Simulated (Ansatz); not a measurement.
CH5ClF2Si2, SMILES FC[Si@](F)([SiH3])Cl.

Geometry optimised at B3LYP-D3(BJ)/def2-SVP. The structure was generated by enumeration; whether it is a known compound was not checked. One conformer was computed; it need not be the lowest.

Two levels are set side by side: PBE/def2-SVPD (Ansatz, a first-principles code) and ωB97X-V/def2-SVPD (Ansatz). Energy differences of separate SCF runs at the same geometry; the states with an electron removed or added have multiplicity 2 and 2. Differences are taken from unrounded values.

```tsv
quantity	ωB97X-V	PBE	PBE minus ωB97X-V
vertical ionisation energy (eV)	10.61	9.85	-0.75
vertical singlet–triplet gap (eV)	6.34	5.38	-0.96
```
